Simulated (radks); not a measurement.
Coulomb parameter of the 4f shell of the samarium ion Sm+ in the model configuration [Xe] 4f5 6s1 6p1, as a second difference U = [E(n + 1) + E(n - 1) - 2 E(n)] / (1)^2 with all orbitals relaxed. "Bare": the charge of the atom changes with n. "Screened": the 6p shell takes up the change at fixed total charge, which measures U(4f,4f) + U(6p,6p) - 2 U(4f,6p). All-electron calculation, scalar-relativistic Kohn-Sham, PBEsol, spin-unpolarised, spherical densities, finite nucleus; Fermi nuclear charge, rms radius 5.0819 fm. Program: a radial shooting solver on a logarithmic mesh with Libxc functionals.

start: configuration [Xe] 4f5 6s1 6p1; E - E(n) (eV) 0.000
bare +1: configuration [Xe] 4f6 6s1 6p1; E - E(n) (eV) -10.461
bare -1: configuration [Xe] 4f4 6s1 6p1; E - E(n) (eV) 26.194
screened +1: configuration [Xe] 4f6 6s1; E - E(n) (eV) -6.959
screened -1: configuration [Xe] 4f4 6s1 6p2; E - E(n) (eV) 15.395

U(bare) = 15.734 eV, U(screened by 6p) = 8.436 eV, against the Slater integral F0(4f,4f) = 27.781 eV with frozen orbitals.
